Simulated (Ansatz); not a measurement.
Geometry optimisation, RKS LDA/def2-SVP (Ansatz).

Input file:

```yaml
crystal:
  periodic: [false, false, false]
  atoms:
    - { symbol: O, position_ang: [-0.3865, 1.6934, -1.0666] }
    - { symbol: C, position_ang: [0.4536, 1.3582, -0.2754] }
    - { symbol: "N", position_ang: [0.2781, 0.1438, 0.4378] }
    - { symbol: Sb, position_ang: [1.58204, -0.57062, 1.78351] }
    - { symbol: H, position_ang: [1.3441, 1.9606, -0.1525] }
    - { symbol: H, position_ang: [-0.62485, -0.40189, 0.25154] }
    - { symbol: H, position_ang: [1.1962, 0.65123, 2.964] }
    - { symbol: H, position_ang: [0.45395, -1.71944, 2.43829] }
basis:
  gaussian: { orbitals: def2-SVP }
hamiltonian:
  xc: lda
relax:
  f_tol: 0.015
  max_steps: 40
```

Command:

```bash
$ ansatz run input.yaml --threads 1 --pin off --max-ram 2048MiB --backend cpu --events-out ev --progress --plain --runs-dir out
```

Q: Where does it end, and by what steps?

A: The run converged. The force dipped under the threshold on the way, but the program's further checks kept it going. After 16 steps the energy has fallen by 0.447 eV; H7 moved furthest, 0.80 Å.

| step | energy less start (eV) | largest force component (eV/Å) | accepted |
| --- | --- | --- | --- |
| 0 | 0.0000 | 3.279 | yes |
| 1 | -0.2123 | 1.949 | yes |
| 2 | -0.3170 | 0.843 | yes |
| 3 | -0.3674 | 1.002 | yes |
| 4 | -0.4089 | 0.271 | yes |
| 5 | -0.4142 | 0.257 | yes |
| 6 | -0.4392 | 0.156 | yes |
| 7 | -0.4419 | 0.076 | yes |
| 8 | -0.4444 | 0.089 | yes |
| 9 | -0.4387 | 0.540 | no |
| 10 | -0.4461 | 0.030 | yes |
| 11 | -0.4461 | 0.093 | no |
| 12 | -0.4465 | 0.013 | yes |
| 13 | -0.4460 | 0.071 | no |
| 14 | -0.4467 | 0.020 | yes |
| 15 | -0.4468 | 0.018 | yes |
| 16 | -0.4468 | 0.011 | yes |

```xyz
8
Properties=species:S:1:pos:R:3
O -0.373 1.612 -1.260
C 0.440 1.219 -0.451
N 0.159 0.435 0.619
Sb 1.629 -0.178 1.940
H 1.547 1.475 -0.511
H -0.836 0.181 0.709
H 0.677 0.180 3.341
H 1.054 -1.810 1.994
```

Whether the end is a true minimum wasn't checked by a vibrational analysis.

The run took 65 s on 1 thread of Intel(R) Xeon(R) Processor @ 2.50GHz (Skylake/Cascade Lake), on a shared host, peak memory 0.15 GiB.
